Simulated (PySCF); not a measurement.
```xyz
5
charge 0 multiplicity 1, angstrom
Ge    0.0000    0.0000    0.0000
Cl   -1.2357   -1.2357   -1.2357
Cl   -1.2357    1.2357    1.2357
Cl    1.2357   -1.2357    1.2357
Cl    1.2357    1.2357   -1.2357
```

Level of theory: PBE/[Ge def2-TZVP, Cl def2-TZVP], no relativity, density fitting, PySCF.

This geometry of GeCl₄ is a stationary point at this level.

(1) What is the point group?

(2) Is it a minimum?

(3) List the harmonic modes with their infrared intensities.

(4) Give the ideal-gas entropy at 298.15 K and 1 bar by parts.

Answers

(1) Td.

(2) Yes: all harmonic wavenumbers are real.

(3) 
| symmetry | ω (cm⁻¹) | IR (km/mol, summed over degenerate members) | type |
| --- | --- | --- | --- |
| e | 117 | 0.0 | bend |
| t2 | 161 | 21.3 | bend |
| a1 | 374 | 0.0 | stretch |
| t2 | 437 | 242 | stretch |

(4) translation 175.8, rotation 103.4, vibration 73.2, spin 0.0; total 352.4 J/(mol K).
